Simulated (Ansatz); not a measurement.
Input for Ansatz (a quantum-chemistry and plane-wave program): U-r2SCAN/def2-TZVPP on KH, a point of a bond scan (R = 5.210 Å).

Ansatz 0.2 input:
```yaml
crystal:
  periodic: [false, false, false]
  atoms:
    - {symbol: K, position_ang: [-0.00000000, -0.00000000, -0.11326949]}
    - {symbol: H, position_ang: [0.00000000, 0.00000000, 5.09712705]}
basis:
  gaussian:
    orbitals: def2-TZVPP
hamiltonian:
  xc: {name: r2SCAN}
magnetization: {spin_polarized: true, initial_magnetization: 0}
```

The head of its log:

```
WARN ansatz: RAYON_NUM_THREADS=2 ignored (pool sized by the plan → 2); use --threads N
Functional definition: r2SCAN
integrals: 0.02 GiB planned
384 factors; their error is unknown
mean field: 0.17 GiB planned
mean field evaluation 1: about -16334.0737 eV, gradient 1.1e1 eV
mean field evaluation 2: about -16323.9388 eV, gradient 9.8e0 eV
```

**Question.** Predict the final total energy.

**Answer.** -600.3791 hartree. Its determinant has ⟨S²⟩ = 0.76, a mixture of spin states.
